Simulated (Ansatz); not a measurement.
`CB(F)[SeH]` + HCl → `CB(Cl)[SeH]` + H–F at 298.15 K and 1 bar (ligand exchange at a B–F bond).

Program: Ansatz. Geometries: PBE0-D4/def2-TZVP. ΔE: electronic, gas phase. CCSD(T)/CBS is the MP2 limit (def2-TZVPP, def2-QZVPP) plus CCSD(T) − MP2 in def2-TZVPP, frozen cores. This one scheme is used for every species. For Se outer-core shells are correlated without core-valence functions, which leaves a few kJ/mol of doubt a bond. Scalar relativity is left out up to krypton. Each species was taken in one conformer, which may not be the lowest.

```csv
species,CCSD(T)/CBS energy (Eh),H − E (kJ/mol),S (J/(mol·K))
`CB(F)[SeH]`,-2565.84504,153.6,325.7
HCl,-460.38127,26.6,186.8
`CB(Cl)[SeH]`,-2925.81492,150.6,334.6
H–F,-100.39570,33.5,173.6
```

H − E and S are ideal-gas, rigid-rotor, harmonic terms from PBE0-D4/def2-TZVP, for one conformer and one mirror image of each species. 1 Eh = 2625.50 kJ/mol, R = 8.31446 J/(mol·K).

Question: By hand: ΔE, ΔH, ΔS and ΔG.

Answer: ΔE = (-2925.81492) + (-100.39570) − (-2565.84504) − (-460.38127) = 0.01569 Eh = 41.2 kJ/mol. Δ(H − E) = 150.6 + 33.5 − 153.6 − 26.6 = 3.9, so ΔH = 45.1 kJ/mol. ΔS = 334.6 + 173.6 − 325.7 − 186.8 = -4.3 J/(mol·K). ΔG = 45.1 − 298.15 × (-4.3)/1000 = 46.4 kJ/mol.

Question: By hand: the equilibrium constant, and the temperature at which ΔG would vanish if ΔH and ΔS stayed fixed.

Answer: log₁₀ K = −ΔG/(RT ln 10) = -8.1. ΔH and −TΔS have one sign here, so there is no such temperature.

The number of gas molecules stays the same, so ΔS is small and ΔH decides. A doubt of 5 kJ/mol in ΔE shifts log₁₀ K by 0.9 here. Other conformers and mirror images would add mixing entropy, several J/(mol·K) or more a flexible species. Modes under 60 cm⁻¹, often nearly free rotors, make the harmonic entropy too high. These are equilibria of isolated gas molecules and say nothing of rates. Largest T1 diagnostic: 0.011 (customary marks: 0.02 for closed shells, 0.045 for open ones).

ΔS is within the doubt of such terms, so its sign, and with it that verdict, could turn.
